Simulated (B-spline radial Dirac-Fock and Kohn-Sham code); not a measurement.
# Dy⁵³⁺: eigenvalues, ΔSCF and the reference

System: the Dy⁵³⁺ ion, [Ne] 3s2 3p1.

The density-functional columns are spherical, spin-unpolarised Dirac-Kohn-Sham results without Breit or QED terms: −ε is minus the orbital energy of the initial state and ΔSCF the difference of two total energies. The reference in the last column comes from relaxed Dirac-Fock hole states (ΔSCF) with Breit and QED corrections and a finite nucleus. All numbers are from a radial atomic solver, in eV; a selection of levels is shown. For the 1s level of heavy atoms much of the gap between ΔSCF and the reference is the Breit and QED part, -236.5 eV here; for other levels the error of the functional can be larger.

```tsv
level	LDA −ε	LDA ΔSCF	Dirac-Fock
K	57547.8	58077.3	57849.2
L1	12707.3	12837.8	12877.6
L2	12331.0	12488.4	12452.0
L3	11506.4	11650.7	11634.9
M1	5153.8	5207.2	5192.4
M2,3	4873.9	4929.3	4923.8
```

Values without a named source are computed, but for edge energies of neutral atoms, which are taken from tables.
